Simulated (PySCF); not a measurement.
Job for PySCF: D3(BJ) and D4 dispersion corrections on H2O (SMILES O).

```python
from pyscf import gto
from pyscf.dispersion import dftd3, dftd4

mol = gto.M(
    atom='''
    O    -0.00000000    0.00000000    0.38961139
    H     0.00000000    0.76498632   -0.19485569
    H     0.00000000   -0.76498632   -0.19485569
    ''',
    basis='def2-svp',
    charge=0, spin=0, verbose=0, max_memory=1800)
d3, d4 = {}, {}
for xc in ['hf', 'pbe', 'blyp', 'revpbe', 'tpss', 'r2scan', 'b3lyp', 'pbe0', 'bhlyp', 'camb3lyp', 'b2plyp']:
    d3[xc] = float(dftd3.DFTD3Dispersion(mol, xc=xc, version='d3bj', atm=False).get_dispersion()['energy'])
    print(f'D3(BJ) {xc:10s} {d3[xc]:14.8f} Eh')
for xc in ['hf', 'pbe', 'blyp', 'revpbe', 'tpss', 'r2scan', 'b3lyp', 'pbe0', 'bhlyp', 'camb3lyp', 'b2plyp']:
    d4[xc] = float(dftd4.DFTD4Dispersion(mol, xc={'camb3lyp': 'cam-b3lyp'}.get(xc, xc), atm=True).get_dispersion()['energy'])
    print(f'D4     {xc:10s} {d4[xc]:14.8f} Eh')
```

The log:

```
D3(BJ) hf            -0.00450233 Eh
D3(BJ) pbe           -0.00035943 Eh
D3(BJ) blyp          -0.00071916 Eh
D3(BJ) revpbe        -0.00106188 Eh
D3(BJ) tpss          -0.00042042 Eh
D3(BJ) r2scan        -0.00008484 Eh
D3(BJ) b3lyp         -0.00057383 Eh
D3(BJ) pbe0          -0.00027686 Eh
D3(BJ) bhlyp         -0.00040942 Eh
D3(BJ) camb3lyp      -0.00021234 Eh
D3(BJ) b2plyp        -0.00023428 Eh
D4     hf            -0.00098317 Eh
D4     pbe           -0.00019578 Eh
D4     blyp          -0.00047287 Eh
D4     revpbe        -0.00094918 Eh
D4     tpss          -0.00026710 Eh
D4     r2scan        -0.00004686 Eh
D4     b3lyp         -0.00031026 Eh
D4     pbe0          -0.00015671 Eh
D4     bhlyp         -0.00018233 Eh
D4     camb3lyp      -0.00014972 Eh
D4     b2plyp        -0.00013382 Eh
```

The run finished.

Cost: very roughly 0.04 core-seconds.
